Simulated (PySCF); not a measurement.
Simulation results for BFH3OSi

All values are calculated (PySCF 2.14.0). Calculation on a computer-drawn molecule: the log of a Hartree-Fock and frozen-core CCSD(T) single point meant for a local Hartree-Fock minimum, with one planted fault or none, to be diagnosed. Offsets are logged minus clean, where the clean run is the same molecule without the fault. The reference is restricted for singlets and unrestricted otherwise, and also for a bond in bohr or an excited solution. Adding or removing an electron swaps singlet and doublet. The excited solution moves the top pair (singlet) or top alpha electron (doublet) to the lowest empty orbital. Highest occupied and lowest empty are orbital energies over both spins, largest force is the largest gradient component, triples share is (T) over the correlation energy, the T1 limit is 0.02 restricted and 0.045 unrestricted, electrons count all cores, a negative frequency is imaginary (commonest isotopes), and the dipole is about the centre of nuclear charge.

```xyz
7
formula=BFH3OSi meant_charge=0 meant_multiplicity=2 meant_basis=cc-pV(D+d)Z logged_electrons=38 logged_basis_functions=80 logged_SCF_converged=yes logged_spin_squared=0 logged_highest_occupied=-17.88 logged_lowest_empty=-7.3843 logged_largest_force=0.062786 logged_T1_diagnostic=0.022156 logged_D1_diagnostic=0.076989 logged_triples_share=0.025847 logged_CC_converged=yes logged_dipole_magnitude=4.5325 logged_SCF_stable_within_its_kind=yes logged_energy_HF=-489.42904 logged_energy_CCSD(T)=-490.01275 possible_faults=no_fault,one_electron_removed,one_electron_added,multiplicity_raised_by_two,geometry_at_a_saddle_point,SCF_held_on_an_excited_solution,minimal_basis_STO-3G,one_bond_length_entered_in_bohr,all_coordinates_scaled
O      2.1080     0.6755    -0.3302
B      1.7922     0.4881     0.9639
Si     0.0360    -0.4013     1.4782
F     -0.8765    -0.4959     0.1222
H      1.4342     0.4194    -0.9447
H      2.6098     0.8107     1.7806
H     -0.7865     0.2585     2.5174
```

Units: logged_highest_occupied, logged_lowest_empty in eV; logged_largest_force in hartree/bohr; logged_dipole_magnitude in debye; logged_energy_HF, logged_energy_CCSD(T) in hartree.

Drawn bonds:
```tsv
atom	other atom	order
1	2	1
2	3	1
3	4	1
1	5	1
2	6	1
3	7	1
```

Notes: T1 above single-reference limit.

## Withheld values
1. BFH3OSi: planted fault?

Calculated values
1. one electron removed

Further results for BFH3OSi:

```
HF energy offset from clean run      : 189.9 kcal/mol
CCSD(T) energy offset from clean run : 187.1 kcal/mol
```
